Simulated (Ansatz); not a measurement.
Cd6Se6⁻. Charge -1, multiplicity 2. Geometry PBE-D4/def2-SVP; atoms count from 1.

Cartesian coordinates in Å:
```
Cd -3.341 1.420 -2.754
Cd 1.132 1.731 -0.415
Cd -0.033 -1.608 2.805
Cd 3.066 -1.560 0.908
Cd 0.568 1.190 2.686
Cd -1.910 0.275 -0.227
Se -1.212 2.429 0.911
Se 2.892 1.624 1.410
Se -2.327 -2.224 -0.372
Se 0.065 0.588 -2.542
Se 0.102 -2.291 -0.059
Se 0.997 -1.574 -2.351
```

In the def2 sets Cd takes a core potential; there is no spin–orbit coupling. The structure comes from a short search, and lower isomers may exist.

Estimate the Mulliken populations from the PBE/def2-SVP orbitals of Ansatz.


```json
{"atom": "Cd1", "charge (e)": "0.02", "spin (α − β)": "0.01", "d electrons": "9.99"}
{"atom": "Cd2", "charge (e)": "0.30", "spin (α − β)": "0.02", "d electrons": "10.01"}
{"atom": "Cd3", "charge (e)": "0.02", "spin (α − β)": "0.17", "d electrons": "9.99"}
{"atom": "Cd4", "charge (e)": "-0.05", "spin (α − β)": "0.01", "d electrons": "10.00"}
{"atom": "Cd5", "charge (e)": "0.16", "spin (α − β)": "0.34", "d electrons": "10.00"}
{"atom": "Cd6", "charge (e)": "0.25", "spin (α − β)": "0.01", "d electrons": "10.01"}
{"atom": "Se7", "charge (e)": "-0.46", "spin (α − β)": "0.07", "d electrons": "–"}
{"atom": "Se8", "charge (e)": "-0.45", "spin (α − β)": "0.11", "d electrons": "–"}
{"atom": "Se9", "charge (e)": "-0.27", "spin (α − β)": "0.05", "d electrons": "–"}
{"atom": "Se10", "charge (e)": "-0.27", "spin (α − β)": "0.01", "d electrons": "–"}
{"atom": "Se11", "charge (e)": "-0.14", "spin (α − β)": "0.06", "d electrons": "–"}
{"atom": "Se12", "charge (e)": "-0.10", "spin (α − β)": "0.15", "d electrons": "–"}
```
Mulliken values and Mayer orders depend strongly on the basis.

Where does the spin sit?

Summed by element: Cd 0.56, Se 0.44, of 1 unpaired in all. Largest on single atoms: Cd5 0.34, Cd3 0.17, Se12 0.15.

And the Mayer bond orders between bonded heavy atoms (over 0.3)?

Cd2–Se7 0.52 (2.78 Å); Cd2–Se8 0.93 (2.54 Å); Cd2–Se10 0.60 (2.64 Å); Cd3–Cd5 0.61 (2.86 Å); Cd3–Se11 0.30 (2.95 Å); Cd5–Se7 0.52 (2.80 Å); Cd5–Se8 0.71 (2.69 Å); Cd6–Se7 0.84 (2.53 Å); Cd6–Se9 0.82 (2.54 Å); Se9–Se11 0.90 (2.45 Å); Se10–Se12 1.07 (2.36 Å); Se11–Se12 0.68 (2.56 Å).
